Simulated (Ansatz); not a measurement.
H4Sn (SMILES [SnH4]) moved off its minimum; all values from Ansatz (an electronic-structure program), cores frozen in correlated methods. Elements past Kr take the def2 small-core potentials, without spin–orbit coupling.
(charge 0, multiplicity 1)
```xyz
5

Sn    -0.05814    -0.03282    -0.00806
H     -1.11359     1.23439    -0.46521
H      0.22114    -1.15609    -1.27619
H     -0.62439    -0.85249     1.35008
H      1.50884     0.81008     0.33775
```

### Question
Give the forces (eV/Å), the total energy and the dipole at CCSD(T)/def2-TZVPPD.

### Answer

| atom | Fx | Fy | Fz |
|---|---|---|---|
| Sn1 | 1.257 | 0.790 | -0.173 |
| H2 | -0.177 | -0.041 | -0.074 |
| H3 | -0.067 | 0.021 | -0.046 |
| H4 | -0.157 | -0.195 | 0.407 |
| H5 | -0.856 | -0.576 | -0.114 |
Energy -215.8025 hartree, dipole 0.41 D.
